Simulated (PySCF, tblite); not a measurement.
Compound: (CH3)3CCF2CH3, C6H12F2.
Bonds: C1–C2, C2–C3, C2–C4, C2–C5, C5–C6, C5–F7, C5–F8. Hydrogens: H9, H10, H11 on C1; H12, H13, H14 on C3; H15, H16, H17 on C4; H18, H19, H20 on C6.

Structure optimised with GFN2-xTB, isolated species.

Problem. What internal coordinates does the optimisation give?

Solution. 
```csv
bond,length (Å),order
"C1–C2, C2–C3, C2–C4",1.531,single
C2–C5,1.546,single
C5–C6,1.519,single
"C5–F7, C5–F8",1.372,single
C1–H9 and 8 like bonds,1.087,single
"C6–H18, C6–H19, C6–H20",1.086,single
```

Bonds in one row agree within 0.01 Å and their mean is given. Orders are formal, as drawn. A selection of angles:
```csv
angle,degrees
C2–C1–H9,110.5
C2–C1–H10,110.5
H9–C1–H10,108.5
C1–C2–C3,109.5
C1–C2–C5,108.1
C3–C2–C5,109.7
H12–C3–H13,108.1
C2–C5–C6,117.1
C2–C5–F7,109.2
C6–C5–F7,108.3
F7–C5–F8,104.0
C5–C6–H18,108.3
C5–C6–H19,110.1
H18–C6–H19,109.0
```

Torsions: C1–C2–C5–C6 180° (antiperiplanar).

The 5 C–C bonds span 1.519 Å (C5–C6, drawn single) to 1.546 Å (C2–C5, drawn single), a spread of 0.027 Å. Of the pairs four or more bonds apart, F7···H10 is among the closest relative to their van der Waals radii: 2.47 Å, 92 % of the sum of Bondi's values.

Point group: Cs (every atom within 0.08 Å of its image). Its GFN2-xTB frequencies are all real (lowest 61 cm⁻¹).

The numbers are calculated, not measured.
